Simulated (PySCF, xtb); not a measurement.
hydrogen iodide cation (HI), SMILES I (connectivity only; charge and spin as stated), charge +1, multiplicity 2.

Harmonic wavenumbers (cm⁻¹) from GFN2-xTB run with xtb 6.7.1 at its own minimum, in rising order: 2004.

Q: What does PBE-D3(BJ)/def2-TZVPD (PySCF 2.14.0) give at its own minimum? (Estimate from the structure and the level; the computed values follow.)

A: 2145. Paired by order, the mean absolute difference is 141 cm⁻¹ and the zero-point energies are 2.9 and 3.1 kcal/mol.
